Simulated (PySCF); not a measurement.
# Spinor energies of As¹⁵⁺ (arsenic, charge +15)

Start: [Ar]. Calculated with PySCF 2.14 in an uncontracted even-tempered set (19 s from 0.42 bohr⁻², ratio 2.6; 14 p from 0.55 bohr⁻², ratio 2.6; 6 d from 0.56 bohr⁻², ratio 2.8; 3 f from 14 bohr⁻², ratio 2.8): generalised Hartree-Fock with the X2C-1e Hamiltonian and a Gaussian nucleus; spin-orbit coupling (SO) screened by Boettger's factors.

```json
{"spinor shell": "1s1/2", "electrons": "2", "ε, screened SO (eV)": "-12462.0", "weight of nominal j (screened SO)": "1.000", "rms radius, screened SO (bohr)": "0.0524"}
{"spinor shell": "2s1/2", "electrons": "2", "ε, screened SO (eV)": "-2092.5", "weight of nominal j (screened SO)": "1.000", "rms radius, screened SO (bohr)": "0.218"}
{"spinor shell": "2p1/2", "electrons": "2", "ε, screened SO (eV)": "-1919.8", "weight of nominal j (screened SO)": "1.000", "rms radius, screened SO (bohr)": "0.192"}
{"spinor shell": "2p3/2", "electrons": "4", "ε, screened SO (eV)": "-1882.3", "weight of nominal j (screened SO)": "1.000", "rms radius, screened SO (bohr)": "0.195"}
{"spinor shell": "3s1/2", "electrons": "2", "ε, screened SO (eV)": "-659.32", "weight of nominal j (screened SO)": "1.000", "rms radius, screened SO (bohr)": "0.567"}
{"spinor shell": "3p1/2", "electrons": "2", "ε, screened SO (eV)": "-595.12", "weight of nominal j (screened SO)": "1.000", "rms radius, screened SO (bohr)": "0.562"}
{"spinor shell": "3p3/2", "electrons": "4", "ε, screened SO (eV)": "-587.83", "weight of nominal j (screened SO)": "1.000", "rms radius, screened SO (bohr)": "0.569"}
```

```json
{"quantity": "E (hartree)", "screened SO": "-2150.56343"}
{"quantity": "M_J", "screened SO": "0"}
{"quantity": "⟨J²⟩", "screened SO": "0.000"}
{"quantity": "⟨L²⟩", "screened SO": "0.002"}
{"quantity": "⟨S²⟩", "screened SO": "0.002"}
```
